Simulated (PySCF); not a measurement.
Compound: C3H2BrF.
InChI=1S/C3H2BrF/c4-2-1-3(2)5/h1,3H/t3-/m1/s1

The closed-shell ground state was solved at several levels (PySCF, density fitting, gas phase). Geometry: PBE0-D3(BJ)/def2-SVP; no solvent, vibrations or thermal averaging. Relativistic effects, spin–orbit coupling among them, are left out although an element past zinc is present.

| level | basis functions | HOMO (eV) | LUMO (eV) | gap (eV) | dipole (D) |
| --- | --- | --- | --- | --- | --- |
| PBE0/pcSseg-1 | 119 | -8.00 | -0.58 | 7.42 | 1.90 |
| CAM-B3LYP/def2-SVPD | 140 | -9.34 | 0.42 | 9.76 | 2.05 |
| HF/pcSseg-2 | 235 | -10.52 | 2.83 | 13.35 | 2.19 |

Question: What might B3LYP/pcJ-1 (pcSseg-1 on Br) (169 basis functions) give for the same quantities?

Answer: HOMO -7.72 eV, LUMO -0.77 eV, gap 6.95 eV, dipole 1.90 D.

Question: Over all these levels, which gives the widest orbital gap and which the narrowest?

Answer: HF/pcSseg-2 (Hartree–Fock, all exact exchange) has the widest, 13.35 eV, and B3LYP/pcJ-1 (pcSseg-1 on Br) (global hybrid, 20 % exact exchange) the narrowest, 6.95 eV. Functional and basis both differ between the two, so the spread mixes both effects. The HOMO need not be the same orbital at Hartree–Fock and at DFT levels.

Question: How far do the dipole and the HOMO energy spread over the levels?

Answer: The dipole runs from 1.90 to 2.19 D (mean 2.01 D) and the HOMO from -10.52 to -7.72 eV.
